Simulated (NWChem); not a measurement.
**Correlation energy of H$_{2}$BO$_{2}$**

SMILES: [B](O)O
```xyz
5

O     -1.2159     0.0000    -0.0411
B      0.0000     0.0000     0.5379
O      1.2159     0.0000    -0.0411
H     -1.2184     0.0000    -1.0157
H      1.2184     0.0000    -1.0157
```
Charge 0, spin multiplicity 2.

All runs are NWChem calculations. Structure: optimised with UB3LYP/def2-SVP, a minimum by its harmonic frequencies. It is one conformer; others weren't searched.

Basis set: cc-pVDZ. Each correlation energy counts from its own Hartree-Fock reference.

The correlated methods keep 3 core orbitals frozen. The structure started from a generated list of species. The unpaired electrons of the parent sit in orbitals of symmetry a1 (C2v labels of the run); other states weren't searched. The stability of the SCF solutions was not checked. Open-shell Hartree-Fock references start from PBE0 orbitals. No row is a measurement; the coupled-cluster row has its own basis-set and correlation limits.

Question: One of these methods gave a correlation energy of -463.0 mHa. Which?
A) CCSD(T) on ROHF
B) CCSD on ROHF
C) SCS-UMP2
D) UMP2

Answer: A, CCSD(T) on ROHF. The others give -436.7 (UMP2), -452.2 (CCSD on ROHF), -421.7 (SCS-UMP2).
